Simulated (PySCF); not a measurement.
Some computed properties have been withheld. Give your best values.

Species: C₃H₄F₂O₂.
SMILES: `O=COCC(F)F`

Conformer (atom-mapped SMILES and torsion angles): `[O:1]=[CH:2][O:3][CH2:4][CH:5]([F:6])[F:7]`: O1–C2–O3–C4 -2°, C2–O3–C4–C5 84°, O3–C4–C5–F6 178°.

```json
{"property": "point group", "level": "PBE0-D3(BJ)/def2-SVP", "value": "C1"}
{"property": "rotational constants A, B, C", "level": "PBE0-D3(BJ)/def2-SVP", "value": "?"}
{"property": "dipole moment", "level": "B3LYP/def2-SVPD", "value": "?"}
{"property": "HOMO energy", "level": "B3LYP/def2-SVPD", "value": "?"}
{"property": "LUMO energy", "level": "B3LYP/def2-SVPD", "value": "-0.91 eV"}
{"property": "lowest singlet excitation", "level": "TDDFT B3LYP/def2-SVPD", "value": "?"}
{"property": "strongest line among the 6 lowest singlet transitions", "level": "TDDFT B3LYP/def2-SVPD", "value": "?"}
{"property": "static isotropic polarisability", "level": "B3LYP/def2-SVPD", "value": "?"}
{"property": "electronic spatial extent ⟨r²⟩ about the centre of nuclear charge", "level": "B3LYP/def2-SVPD", "value": "784 bohr²"}
```

Electronic properties: PySCF, gas phase, density fitting.

(1) Give the rotational constants A, B, C.

(2) The strongest line among the 6 lowest singlet transitions?

(3) The static isotropic polarisability?

(4) The HOMO energy?

(5) What is the dipole moment?

(6) Give the lowest singlet excitation.

Answers

(1) 5.244, 1.607, 1.451 GHz.

(2) S2 at 7.58 eV (163 nm, f = 0.067).

(3) 46.5 au.

(4) -8.69 eV.

(5) 1.61 D.

(6) 5.86 eV (212 nm, f = 0.002).

The dipole matches unit charges of opposite sign 0.33 Å apart (1 e·Å = 4.8032 D). The polarisability is 6.89 Å³ as a volume (1 au = 0.148185 Å³), or 0.83 au for each of the 56 electrons. With B = h/(8π²I), that is 505.379 GHz u Å² over I, the principal moments of inertia are 96.4, 314.4 and 348.2 u Å² (most abundant isotopes); the inertial defect Ic − Ia − Ib is -62.6 u Å² (zero for a rigid planar frame, negative otherwise). The principal polarisabilities are 39.2, 46.2 and 53.9 au; their mean is the isotropic value. In wavenumbers S1 is 47300 cm⁻¹ (1 eV = 8065.54 cm⁻¹).

For the geometry optimisation (PBE0-D3(BJ)/def2-SVP), cost: about 80 s of CPU time on one thread; the machine was shared, so the figure is rough.

One conformer stands for the species.
